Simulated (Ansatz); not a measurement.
Species: H4Sn, SMILES `[SnH4]` (charge 0, multiplicity 1).

Give a relaxed geometry from B3LYP-D3(BJ)/def2-SVP run with Ansatz (a quantum-chemistry and plane-wave program).

the end point of this relaxation (outside a Z-matrix the atoms follow the SMILES, hydrogens last).
Bond lengths (Å): Sn1–H2 1.717, Sn1–H3 1.717, Sn1–H4 1.717, Sn1–H5 1.717. Angles (°): H2–Sn1–H3 109.5, H2–Sn1–H4 109.5, H2–Sn1–H5 109.5, H3–Sn1–H4 109.5, H3–Sn1–H5 109.5, H4–Sn1–H5 109.5.
